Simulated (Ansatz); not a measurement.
CH₇AlOSi (`C[SiH2][O][AlH2]`), charge 0, multiplicity 1.

**Question.** Give a relaxed structure at PBE0-D4/def2-TZVP (Ansatz 0.2.0). (Best estimate.)

**Answer.** Computed: 
```xyz
11

C     0.1897   -1.8382   -0.3373
Si    0.1151   -0.4411    0.8908
O    -0.1953    0.9680    0.1372
Al   -0.3477    2.4735   -0.5915
H    -0.7565   -1.9371   -0.8749
H     0.9856   -1.6753   -1.0682
H     0.3891   -2.7842    0.1737
H     1.4112   -0.3402    1.6200
H    -0.9562   -0.7034    1.8925
H     0.9666    3.2950   -0.9007
H    -1.8014    2.9830   -0.9414
```
This is one stationary point; other conformers may exist.
